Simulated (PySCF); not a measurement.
A structure optimised at B3LYP-D3(BJ)/def2-TZVP, used in a PySCF frequency run:

```
W
O 1 1.7281
O 1 1.7281 2 107.57
O 1 1.7281 2 107.57 3 115.62
```
Charge 0, spin multiplicity 1.

Question: Write its SMILES, formula and point group.

Answer: [O]=[W](=[O])=[O], O3W, C3v

Question: What are its rotational constants (standard atomic weights)?

Answer: 6.5454, 6.5454, 4.0627 GHz
